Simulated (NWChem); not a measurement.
Species: C2H5ClOSi; SMILES O=CC[SiH2]Cl

```xyz
10

O      0.5591    -2.7001     0.4761
C      0.5821    -1.7528    -0.2631
C     -0.6332    -0.9911    -0.6986
Si    -0.9074     0.6080     0.2671
Cl     0.7195     1.8599    -0.0164
H      1.5514    -1.3583    -0.6636
H     -0.5548    -0.7108    -1.7625
H     -1.5292    -1.6154    -0.5428
H     -1.0369     0.3277     1.7217
H     -2.1241     1.2908    -0.2515
```
Atoms are numbered in this order, from 1.

Computed with NWChem. Medium grid unless said otherwise, to which SCAN and Minnesota functionals are sensitive. The geometry was optimised at PBE0/def2-SVP. B3LYP is NWChem's, with the RPA form of VWN correlation. Total energies of different functionals are on different scales.

```csv
level,energy (Ha),highest occupied level (eV),orbital gap (eV),dipole (D)
PBE/def2-TZVP,-903.7409,-6.03,3.86,2.38
B3LYP/def2-TZVP,-904.3049,-7.40,6.09,2.50
TPSSh/def2-TZVP,-904.3061,-6.76,5.23,2.45
BLYP/def2-TZVP,-904.2088,…,…,2.40
"LDA (Slater exchange, VWN5)/def2-TZVP",-900.3540,-6.17,3.73,2.47
M06-2X/def2-TZVP,-904.1610,-9.21,9.18,2.57
```

Q: Fill in the missing entries.

A: 
- BLYP/def2-TZVP, highest occupied level (eV): -5.96
- BLYP/def2-TZVP, orbital gap (eV): 3.92
